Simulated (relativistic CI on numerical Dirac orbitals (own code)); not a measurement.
# Spin-allowed bands of a d2 ion in a tetrahedral site, by hand

Problem. Take Δ = 9780 cm⁻¹ and B = 770 cm⁻¹ for a d2 ion in a tetrahedral site. Calculate the three spin-allowed bands.

Working.
1. The terms of highest spin are 3F (energy 0) and 3P (15B = 11550 cm⁻¹). Here the F term splits into A2 at −1.2Δ = -11736, T2 at −0.2Δ = -1956 and T1 at +0.6Δ = 5868 cm⁻¹.
2. The two T1 states mix through the element 0.4Δ: H = [[5868, 3912], [3912, 11550]], with roots ½(H₁₁ + H₂₂) ∓ ½√[(H₂₂ − H₁₁)² + 4H₁₂²] = ½(17418) ∓ ½(9670) = 3874 and 13544 cm⁻¹.
3. The ground term is 3A2 at -11736 cm⁻¹.
4. Bands: 3T2 9780 cm⁻¹ (1022 nm), 3T1(F) 15610 cm⁻¹ (641 nm), 3T1(P) 25280 cm⁻¹ (396 nm).

Check. Exact diagonalisation of the whole d2 shell with these parameters gives 3T2 9780, 3T1 15610, 3T1 25280 cm⁻¹. The match is exact, since without spin-orbit coupling no other term has this spin. The ratio of the second band to the first, 1.596, depends on Δ/B = 12.7 alone, which is how a Tanabe-Sugano diagram is read.
